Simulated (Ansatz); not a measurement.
Geometry optimisation, RKS B3LYP/def2-SVP in Ansatz 0.2.0.

Input file:

```yaml
crystal:
  periodic: [false, false, false]
  atoms:
    - { symbol: C, position_ang: [-0.9935, 1.3316, -0.1102] }
    - { symbol: As, position_ang: [0.4783, 0.8198, 1.0095] }
    - { symbol: C, position_ang: [0.1176, -1.0955, 0.7901] }
    - { symbol: Si, position_ang: [1.3651, -0.7259, -0.5908] }
    - { symbol: H, position_ang: [-1.9115, 0.7026, 0.0212] }
    - { symbol: H, position_ang: [-1.334, 2.4256, 0.1549] }
    - { symbol: H, position_ang: [-0.7304, 1.3703, -1.19] }
    - { symbol: H, position_ang: [0.656, -1.6925, 1.5955] }
    - { symbol: H, position_ang: [-0.8741, -1.3526, 0.5333] }
    - { symbol: H, position_ang: [2.6729, -1.1791, -0.316] }
    - { symbol: H, position_ang: [0.6188, -0.6615, -1.8769] }
basis:
  gaussian: { orbitals: def2-SVP }
hamiltonian:
  xc: b3lyp
relax:
  f_tol: 0.02
  max_steps: 50
```

Launched with:

```bash
$ ansatz run input.yaml --threads 2 --pin off --max-ram 3072MiB --backend cpu --events-out ev --progress --plain --runs-dir out
```

Task: Where does it end, and by what steps?

Result: The forces met the threshold. After 14 steps the energy has fallen by 0.612 eV; H5 moved furthest, 0.88 Å.

```csv
step,energy less start (eV),largest force component (eV/Å),accepted
0,0.0000,2.895,yes
1,-0.4747,0.903,yes
2,-0.4455,0.924,no
3,-0.5660,0.098,yes
4,-0.5708,0.060,yes
5,-0.5753,0.330,yes
6,-0.5830,0.301,yes
7,-0.5836,0.348,yes
8,-0.6047,0.172,yes
9,-0.6096,0.125,yes
10,-0.6121,0.068,yes
11,-0.6120,0.073,no
12,-0.6122,0.057,yes
13,-0.6124,0.021,yes
14,-0.6124,0.011,yes
```

```xyz
11
Properties=species:S:1:pos:R:3
C -1.122 1.402 -0.074
As 0.379 0.760 1.085
C 0.152 -1.254 0.708
Si 1.409 -0.616 -0.513
H -2.045 1.411 0.526
H -0.902 2.430 -0.397
H -1.278 0.775 -0.963
H 0.504 -1.870 1.544
H -0.851 -1.546 0.373
H 2.821 -1.037 -0.330
H 0.999 -0.513 -1.938
```

Time of the run: 19 s on 2 threads of AMD EPYC 9R45 96-Core Processor (Zen 5) (shared host), peak memory 0.3 GiB.
